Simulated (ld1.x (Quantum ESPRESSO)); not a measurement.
Ranking TM potentials for rubidium (Rb)

All share these settings but for the change named:

```json
{
 "Element": "Rb (Z = 37)",
 "Generator": "ld1.x (Quantum ESPRESSO) 7.5",
 "Type": "norm-conserving Troullier–Martins (Kleinman–Bylander form)",
 "Functional": "LDA (PZ)",
 "Relativity": "scalar-relativistic",
 "Frozen core": "[Ar] 3d10",
 "Valence charge": "9",
 "Reference configuration": "4s2 4p6 5s1 5p0",
 "Partial waves": "4s (bound): rc 2.10 bohr; 4p (bound): rc 1.65 bohr; 4f channel at -0.2 Ry: rc 1.90 bohr; 4d channel at 0.05 Ry: rc 2.30 bohr",
 "Local potential": "the d channel",
 "Core correction": "none"
}
```

Occupied shells without a wave of their own: 5s. They enter only through the test configuration that unscreens the potential.

Cutoff: the first of the cutoffs (Ry, on a coarse ladder) from which the occupation-weighted sum of valence levels, in a spherical-Bessel basis at the reference potential, stays within 10 and 1 mRy of its value at 400 Ry; the density cutoff is not measured.

The base gives 35 Ry.

Of 11 variants that were run, those that failed, showed a ghost or another fault, or gave nearly equal values are left out.

A variant can come out equal or close to the base.

(1) Rank these variants from softest to hardest (loose cutoff).
A. all radii scaled by about 1.39 (s 2.92, p 2.28, d 3.20, f 2.64 bohr)
B. wave 4d channel at 0.05 Ry: rc 2.30 bohr becomes 4d channel at 0.05 Ry: rc 2.10 bohr
C. wave 4p (bound): rc 1.65 bohr becomes 4p (bound): rc 2.04 bohr
D. type RRKJ; local potential the s channel; rho0 0.02

## Answers

(1) A (15 Ry), C (25 Ry), B (35 Ry), D (45 Ry).
